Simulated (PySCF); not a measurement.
C₃H₁₁FGeOSi, singlet, geometry from GFN2-xTB, atoms displaced at random by about 0.08 Å a coordinate.

The PySCF input:
```python
from pyscf import gto, scf, dft

mol = gto.M(
    atom='''
Si    2.354487   -0.486385   -0.338647
F     2.539062    1.120517    0.127539
O     0.705690   -0.815120   -0.385594
Ge   -0.822770    0.159331    0.150937
C    -2.182020   -1.562743   -0.437803
C    -1.038528    1.419326   -1.226997
C    -0.763250    0.552318    1.868840
H     2.820283   -1.172743    0.724592
H     2.911966   -0.652953   -1.494482
H    -3.265548   -1.251732   -0.260379
H    -2.038527   -2.348222    0.307242
H    -2.071388   -1.786674   -1.285370
H    -1.960654    2.108221   -1.035779
H    -1.094545    1.205612   -2.323876
H    -0.161262    2.232920   -0.985578
H    -0.687524   -0.288222    2.720122
H    -0.105871    1.019384    2.259479
H    -1.793858    0.952839    2.281037
''',
    basis='sto-3g',
    charge=0,
    spin=0,
    verbose=4,
)

mf = dft.RKS(mol)
mf.xc = 'tpss'
mf.kernel()
g = mf.nuc_grad_method()
grad = g.kernel()
```

Problem. What does this run give for the total energy, number of basis functions, HOMO energy, nuclear repulsion energy, Mulliken (on the basis functions themselves) charges in atom order, HOMO-LUMO gap?

Solution. 
- total energy = -2631.2486 Eh
- number of basis functions = 63
- HOMO energy = -1.46 eV
- nuclear repulsion energy = 701.9646 Eh
- Mulliken (on the basis functions themselves) charges in atom order = Si1 0.77, F2 -0.24, O3 -0.45, Ge4 0.74, C5 -0.35, C6 -0.33, C7 -0.45, H8 -0.16, H9 -0.15, H10 0.04, H11 0.06, H12 0.10, H13 0.05, H14 0.07, H15 0.04, H16 0.07, H17 0.12, H18 0.07
- HOMO-LUMO gap = 5.27 eV
